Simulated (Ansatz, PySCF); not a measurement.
Te(Br)(SiH3) (BrH3SiTe), SMILES [Te]([SiH3])Br.

Geometry optimised at PBE-D3(BJ)/def2-SVP. This is a generated structure with no PubChem entry under its InChIKey; it may be hypothetical. The def2 effective core potentials stand for the cores of Te; spin–orbit coupling is left out.

Vertical ionisation energy (IE) and electron affinity (EA) in eV. Rows of orbital energies are one-electron estimates. Where ΔSCF, EOM or ADC give a negative EA the extra electron is unbound and the value depends on the basis.

```tsv
level	IE	EA
−ε(HOMO), −ε(LUMO), PBE0/def2-TZVPD (PySCF)	___	___
−ε(HOMO), −ε(LUMO), PBE/def2-TZVPD (PySCF)	5.56	3.79
ΔSCF, CAM-B3LYP/def2-SVPD (Ansatz), final states of multiplicity 2 and 2	8.63	1.33
ΔSCF, PBE/def2-SVPD (Ansatz), final states of multiplicity 2 and 2	8.34	1.31
```

What belongs in the gaps? (An estimate is asked for; the answer gives what the named calculation found.)


- −ε(HOMO), −ε(LUMO), PBE0/def2-TZVPD (PySCF), IE: 6.61
- −ε(HOMO), −ε(LUMO), PBE0/def2-TZVPD (PySCF), EA: 3.00

What vertical singlet–triplet gap does ΔSCF give with CAM-B3LYP/def2-SVPD (Ansatz, a program for electronic structure) and with PBE/def2-SVPD (Ansatz)? (Estimate from the structure and the level; the computed values follow.)

1.67 and 1.52 eV (triplet above singlet where positive).
